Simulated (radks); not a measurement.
The numbers below are computed, except where a source is named.
Q: Pd3+, configuration [Ar] 3d10 4s2 4p5.5 4d7.5 (fractional occupations, a model configuration). Level of theory: Dirac Kohn-Sham, XLYP, spin-unpolarised, spherical densities, point nucleus; open shells are shared between the two j in proportion to 2j + 1 (a radial shooting solver on a logarithmic mesh with Libxc functionals). Some entries of the table are withheld. Estimate them.

orbital,occ.,eigenvalue (eV),<r^2> (bohr^2)
1s1/2,2,(1),0.001371
2s1/2,2,-3569.735,0.02250
2p1/2,2,-3314.555,0.01684
2p3/2,4,-3155.027,0.01818
3s1/2,2,(2),(3)
3p1/2,2,(4),0.1603
3p3/2,4,(5),0.1695
3d3/2,4,-371.6732,0.1509
3d5/2,6,-366.1261,0.1537
4s1/2,2,-126.7223,0.9911
4p1/2,1.83333,(6),1.146
4p3/2,3.66667,(7),1.213
4d3/2,3,-42.4152,1.981
4d5/2,4.5,-41.8310,2.022

A: 
(1) 1s1/2 eigenvalue (eV): -24203.00
(2) 3s1/2 eigenvalue (eV): -678.5620
(3) 3s1/2 <r^2> (bohr^2): 0.1646
(4) 3p1/2 eigenvalue (eV): -577.8573
(5) 3p3/2 eigenvalue (eV): -550.0475
(6) 4p1/2 eigenvalue (eV): -95.2011
(7) 4p3/2 eigenvalue (eV): -90.5562
